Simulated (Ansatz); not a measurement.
Geometry optimisation, Ansatz 0.2.0, RKS PBE0/def2-SVP.

The input (input.yaml):

```yaml
crystal:
  periodic: [false, false, false]
  atoms:
    - { symbol: Sn, position_ang: [0.20965, 0.0, -0.069872] }
    - { symbol: Cl, position_ang: [0.383556, 0.0, 2.325519] }
    - { symbol: H, position_ang: [1.846713, 0.0, -0.572133] }
    - { symbol: H, position_ang: [-0.600749, 1.4392, -0.486088] }
    - { symbol: H, position_ang: [-0.600749, -1.4392, -0.486088] }
    - { symbol: Br, position_ang: [-3.340177, 0.0, 1.267957] }
    - { symbol: H, position_ang: [-2.178843, 0.0, 2.218606] }
basis:
  gaussian: { orbitals: def2-SVP }
hamiltonian:
  xc: pbe0
relax:
  f_tol: 0.03
  max_steps: 50
```

Command:

```bash
$ ansatz run input.yaml --threads 2 --pin off --max-ram 3072MiB --backend cpu --events-out ev --progress --plain --runs-dir out
```

Q: Where does it end, and by what steps?

A: The forces met the threshold. After 6 steps the energy has fallen by 0.087 eV; Br6 moved furthest, 0.41 Å.

```tsv
step	energy less start (eV)	largest force component (eV/Å)	accepted
0	0.0000	1.060	yes
1	-0.0592	0.153	yes
2	-0.0807	0.106	yes
3	-0.0844	0.035	yes
4	-0.0868	0.058	yes
5	-0.0869	0.057	yes
6	-0.0873	0.003	yes
```

```xyz
7
Properties=species:S:1:pos:R:3
Sn 0.279 0.000 -0.137
Cl 0.178 0.000 2.245
H 1.950 0.000 -0.481
H -0.505 1.430 -0.627
H -0.505 -1.430 -0.627
Br -3.505 0.000 1.642
H -2.173 0.000 2.182
```

Whether the end is a true minimum wasn't checked by a vibrational analysis.

Run time: 22 s on 2 threads of Arm Neoverse V1, on a shared host, peak memory 0.23 GiB.
